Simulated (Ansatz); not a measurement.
Calculated with Ansatz (gas phase, PBE0-D4/def2-TZVP geometries, no zero-point term in ΔE). CCSD(T)/CBS adds triple-zeta CCSD(T) − MP2 to the extrapolated MP2 energy (def2 sets, frozen cores). This one scheme is used for every species. DFT in def2-TZVPP. B3LYP here is the variant with VWN-RPA as its local correlation; programs differ in this. HSE06 is defined as in plane-wave codes. One conformer a species, not always the lowest.

Consider the hydrogenolysis of a C–Si bond: `FC(F)C[SiH3]` + H₂ → `CC(F)F` + SiH₄.

| level | ΔE (kJ/mol) | difference from CCSD(T)/CBS |
| --- | --- | --- |
| B3LYP-D4 | -34.4 | -3.9 |
| HSE06-D4 | -32.3 | -1.8 |
| BHLYP-D4 | -38.9 | -8.4 |
| PBE-QIDH | -34.1 | -3.6 |
| r2SCAN | -31.1 | -0.6 |
| LC-ωPBE | -36.7 | -6.2 |
| HF/def2-SVP | -63.6 | -33.1 |
| MP2/def2-SVP | -38.3 | -7.8 |
| MP2/def2-QZVPP | -26.3 | 4.2 |
| SCS-MP2/def2-QZVPP | -32.9 | -2.4 |
| CCSD(T)/CBS | -30.5 | 0 |

Question: What do rigid-rotor, harmonic-oscillator terms from PBE0-D4/def2-TZVP frequencies (298.15 K, 1 bar) make of the CCSD(T)/CBS value? (An estimate is asked.)

Answer: The calculation gave: ΔZPE = +15.8 kJ/mol, ΔH = -18.7 kJ/mol, ΔS = 19 J/(mol·K), ΔG = -24.3 kJ/mol.

Largest T1 diagnostic among the species: 0.011.

From r2SCAN to r2SCAN0 (25 % exact exchange), in def2-TZVPP and without D4, ΔE moves by −3.3 kJ/mol. At CCSD(T), def2-SVP lies −13.5 kJ/mol from the extrapolated value and def2-TZVPP −3.0 kJ/mol. Leaving LDA and LC-ωPBE aside and taking each functional with its dispersion term where it has one, the values, not all of them listed here, spread over 14.2 kJ/mol, from BHLYP-D4 to revPBE-D4. LDA lies +6.6 kJ/mol from PBE without D4.

CCSD(T)/CBS has its own doubt, a few kJ/mol and more with outer-core shells, so smaller differences from it don't rank the levels.
